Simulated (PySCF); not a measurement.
Radial density of C⁺ (carbon, charge +1)

TPSS, [He] 2s2 2p1, 2P determinant. Calculation: PySCF 2.14, in 6-31G*; the non-relativistic Hamiltonian (point nucleus).

```json
{"r (bohr)": "0.00488", "4πr²ρ (e/bohr)": "0.03541", "4πr²(ρα − ρβ)": "0.0000"}
{"r (bohr)": "0.00820", "4πr²ρ (e/bohr)": "0.09774", "4πr²(ρα − ρβ)": "0.0000"}
{"r (bohr)": "0.0138", "4πr²ρ (e/bohr)": "0.2604", "4πr²(ρα − ρβ)": "0.0001"}
{"r (bohr)": "0.0232", "4πr²ρ (e/bohr)": "0.6548", "4πr²(ρα − ρβ)": "0.0002"}
{"r (bohr)": "0.0390", "4πr²ρ (e/bohr)": "1.539", "4πr²(ρα − ρβ)": "0.0006"}
{"r (bohr)": "0.0657", "4πr²ρ (e/bohr)": "3.169", "4πr²(ρα − ρβ)": "0.0016"}
{"r (bohr)": "0.110", "4πr²ρ (e/bohr)": "5.306", "4πr²(ρα − ρβ)": "0.0049"}
{"r (bohr)": "0.186", "4πr²ρ (e/bohr)": "6.237", "4πr²(ρα − ρβ)": "0.0210"}
{"r (bohr)": "0.313", "4πr²ρ (e/bohr)": "4.172", "4πr²(ρα − ρβ)": "0.0948"}
{"r (bohr)": "0.526", "4πr²ρ (e/bohr)": "1.580", "4πr²(ρα − ρβ)": "0.2988"}
{"r (bohr)": "0.884", "4πr²ρ (e/bohr)": "1.803", "4πr²(ρα − ρβ)": "0.6031"}
{"r (bohr)": "1.49", "4πr²ρ (e/bohr)": "1.833", "4πr²(ρα − ρβ)": "0.5465"}
{"r (bohr)": "2.50", "4πr²ρ (e/bohr)": "0.4160", "4πr²(ρα − ρβ)": "0.1380"}
{"r (bohr)": "4.21", "4πr²ρ (e/bohr)": "0.01729", "4πr²(ρα − ρβ)": "0.0076"}
```
